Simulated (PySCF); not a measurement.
C8H10O, SMILES c1(ccc(O)cc1)CC (GFN2-xTB optimised geometry):

```
19

C     -1.657    -2.889    -1.491
C     -1.484    -2.417    -0.046
C     -0.717    -1.125     0.000
C     -1.376     0.096    -0.004
C     -0.672     1.286    -0.003
C      0.717     1.273    -0.002
O      1.453     2.420     0.000
C      1.389     0.055     0.000
C      0.673    -1.125     0.000
H     -0.687    -3.044    -1.957
H     -2.198    -2.143    -2.070
H     -2.213    -3.823    -1.524
H     -2.467    -2.280     0.408
H     -0.950    -3.183     0.520
H     -2.457     0.120    -0.005
H     -1.200     2.231    -0.003
H      0.863     3.183     0.002
H      2.467     0.057     0.003
H      1.205    -2.066     0.003
```

Computed with B3LYP/def2-SVP (PySCF).

### Question
What are the frontier orbital energies and the dipole moment?

### Answer
HOMO-2 -8.88 eV, HOMO-1 -6.99 eV, HOMO -5.94 eV, LUMO -0.18 eV, LUMO+1 0.32 eV; dipole moment 1.31 D.

Meta-Löwdin charges at B3LYP/def2-SVP: C1 -0.27, C2 -0.16, C3 0.00, C4 -0.11, C5 -0.16, C6 0.22, O7 -0.44, C8 -0.14, C9 -0.10, H10 0.09, H11 0.09, H12 0.09, H13 0.09, H14 0.09, H15 0.10, H16 0.09, H17 0.32, H18 0.11, H19 0.10.
